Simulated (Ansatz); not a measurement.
Isolated molecules relaxed with PBE0-D4/def2-TZVP in Ansatz; ΔE leaves out vibrations. CCSD(T)/CBS is the MP2 limit (def2-TZVPP, def2-QZVPP) plus CCSD(T) − MP2 in def2-TZVPP, frozen cores. This one scheme is used for every species, atoms too. Functionals use def2-TZVPP. No spin–orbit coupling; open shells (•) take unrestricted orbitals. Spin–orbit coupling would lower the free atoms: a little for F. For Ge outer-core shells are correlated without core-valence functions, so the limit isn't a true one: a few kJ/mol of doubt a bond, and 10 to 20 or more in all where bonds break to atoms. Scalar relativity is left out up to krypton. One conformer a species, not always the lowest.

Consider the homolysis of the F–Si bond: `F[SiH2][S][GeH3]` → F• + `[SiH2][S][GeH3]`•.

```json
{"level": "LDA (SPW92)", "ΔE (eV)": "7.46"}
{"level": "r2SCANh-D4", "ΔE (eV)": "6.42"}
{"level": "revPBE", "ΔE (eV)": "6.26"}
{"level": "r2SCANh", "ΔE (eV)": "6.42"}
{"level": "r2SCAN0", "ΔE (eV)": "6.32"}
{"level": "RPA@PBE/def2-TZVPP", "ΔE (eV)": "6.07"}
{"level": "HF/def2-SVP", "ΔE (eV)": "4.81"}
{"level": "CCSD(T)/def2-SVP", "ΔE (eV)": "6.10"}
```

Task: What does CCSD(T)/CBS give? (Best estimate.)

Result: The calculation gave: +6.76 eV. The listed levels differ from it by 0.70, -0.34, -0.50, -0.34, -0.44, -0.69, -1.95, -0.66 eV.

Task: What do rigid-rotor, harmonic-oscillator terms from PBE0-D4/def2-TZVP frequencies (298.15 K, 1 bar) make of the CCSD(T)/CBS value? (An estimate is asked.)

Result: The calculation gave: ΔZPE = -0.14 eV, ΔH = +6.67 eV, ΔS = 149 J/(mol·K), ΔG = +6.21 eV. Open shells count their whole term as degenerate. Modes under 50 cm⁻¹ make the entropy rough.

Largest T1 diagnostic among the species: 0.014.

From r2SCAN to r2SCAN0 (25 % exact exchange), in def2-TZVPP and without D4, ΔE moves by −0.17 eV: exact exchange takes away binding that semilocal exchange gives to molecules. In def2-TZVPP, CCSD(T) changes the Hartree–Fock value by +1.50 eV (the triples alone add +0.09 eV) and MP2 by +1.86 eV; breaking electron pairs costs correlation energy, which Hartree–Fock lacks. At CCSD(T), def2-SVP lies −0.66 eV from the extrapolated value and def2-TZVPP −0.22 eV: correlation converges slowly with the basis, and small sets miss more of it in the bonded molecule than in its fragments.

CCSD(T)/CBS has its own doubt, a few kJ/mol and more with outer-core shells, so smaller differences from it don't rank the levels.
